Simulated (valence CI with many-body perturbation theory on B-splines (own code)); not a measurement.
**Questions on Ca6+**

Computed by relativistic CI+MBPT: four valence electrons over a frozen Dirac-Fock core [Ne], a basis of 9 s, 9 p, 8 d, 6 f, 3 g, 1 h functions for each j, with the one-electron correlation potential Σ1, the two-electron term Σ2, the three-electron term Σ3, Breit, model QED; selected CI, second order for the rest (own B-spline code, finite nucleus).

Set against measurement, 17 paired levels are off by 141 cm⁻¹ on average, the worst by 402. These come from a selection out of Sugar and Corliss, J. Phys. Chem. Ref. Data 8, 865 (1979). Levels without a partner in it may be off by more.

Rates and lifetimes use the calculated energies. Strong lines usually hold to 10 to 20 %, long lifetimes can be off by a factor of two.

(1) What is the ground level?

(2) Where does the other parity begin?

(3) What is the ionisation energy?

(4) How is the term ³P of the ground level split?

(5) What are the static dipole polarisabilities of the lowest levels?

(6) Among levels below 370510 cm⁻¹, which E1 lines absorb most strongly from the ground level?

(7) How well does LS coupling describe the low levels?

Answers

(1) 3s²3p² ³P_0, composition 95 % 3s²3p² ³P.

(2) At 3s3p³ ⁵S°_2, 114330 cm⁻¹.

(3) 127.31 eV; NIST lists 127.21 ± 0.25 eV (semi-empirical).

(4) J = 0 at 0, J = 1 at 1627, J = 2 at 4080 cm⁻¹.

(5) 3s²3p² ³P_0 1.40; 3s²3p² ³P_1 1.40 (tensor 0.042); 3s²3p² ³P_2 1.41 (tensor -0.082); 3s²3p² ¹D_2 1.41 (tensor 0.17) bohr³, of which the core gives 0.0211.

(6) to 3s²3p3d ³D°_1 at 33.87 nm, f = 0.845; to 3s²3p3d ³P°_1 at 34.69 nm, f = 0.690; to 3s3p³ ³S°_1 at 40.72 nm, f = 0.247.

(7) Among the lowest 20 levels the leading LS term, summed over configurations, holds 97 % on average. For single configurations the figures are 87 % in LS and 61 % in jj coupling. Terms mix most in the J = 2 level at 286370 cm⁻¹, where the leading one holds 76 %.
